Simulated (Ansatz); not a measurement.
Two members of one family (Series BiX3), computed with Ansatz in the gas phase; def2 core potentials for Bi, no spin–orbit coupling. The two geometries come from different levels. Binding counts from free atoms in the multiplicity of their measured ground term, without zero-point energy. A dash marks a value that wasn't run or was left out as unsound. The structures are stationary points that may keep the symmetry of their start. Remarks come from the PBE and PBE0 runs and from stability tests at other levels; not every state was tested. HOMO above LUMO (over both spins in singlets and doublets, within one spin in higher multiplets; at PBE or PBE0), or a gap under 0.15 eV within one spin, warns that the state may not be the lowest or that an electron is smeared out.

First: BiCl3 (singlet, charge 0, r2SCAN-D4/def2-SVP geometry).

```xyz
4

Bi    0.791   -0.185    0.350
Cl   -1.236   -0.881    1.576
Cl    0.239   -1.111   -1.869
Cl    0.205    2.177   -0.057
```

```tsv
level	HOMO (eV)	LUMO (eV)	gap (eV)	vertical IE (eV)	vertical triplet (eV)	binding per atom (eV)
PBE-D4/def2-SVP	-7.33	-3.02	4.31	–	–	2.53
r2SCAN-D4/def2-TZVP	-7.96	-3.11	4.85	10.57	4.43	2.45
PBE0-D4/def2-SVP	-8.61	-2.39	6.22	–	–	2.35
PBE0-D4/def2-TZVP	-8.82	-2.55	6.27	10.72	4.51	2.43
ωB97X-V/def2-TZVP	-10.99	-0.63	10.36	–	–	2.44
```

Remarks: gap within one spin near zero at PBE or PBE0 (+1 doublet).

Second: BiMe3 (singlet, charge 0, PBE0-D4/def2-SVP geometry).

```tsv
atom	x (Å)	y (Å)	z (Å)
Bi1	1.255	0.266	0.109
C2	-0.176	1.515	-1.142
H3	-0.149	2.560	-0.800
H4	-1.195	1.117	-1.035
H5	0.129	1.473	-2.197
C6	-0.163	0.203	1.884
H7	-1.174	-0.050	1.534
H8	-0.179	1.185	2.379
H9	0.180	-0.556	2.600
C10	0.463	-1.691	-0.732
H11	0.782	-2.521	-0.087
H12	0.862	-1.846	-1.745
H13	-0.635	-1.654	-0.769
```

Question: Estimate how these quantities change from the first to the second (second minus first).

Answer: 
```csv
level,Δ HOMO (eV),Δ LUMO (eV),Δ gap (eV),Δ vertical IE (eV),Δ vertical triplet (eV),Δ binding per atom (eV)
PBE-D4/def2-SVP,1.80,2.76,0.96,–,–,1.11
r2SCAN-D4/def2-TZVP,2.11,2.83,0.72,-2.14,0.29,1.13
PBE0-D4/def2-SVP,2.07,2.87,0.80,–,–,1.25
PBE0-D4/def2-TZVP,2.22,2.67,0.45,-2.22,0.26,1.16
ωB97X-V/def2-TZVP,2.27,2.50,0.23,–,–,1.15
```
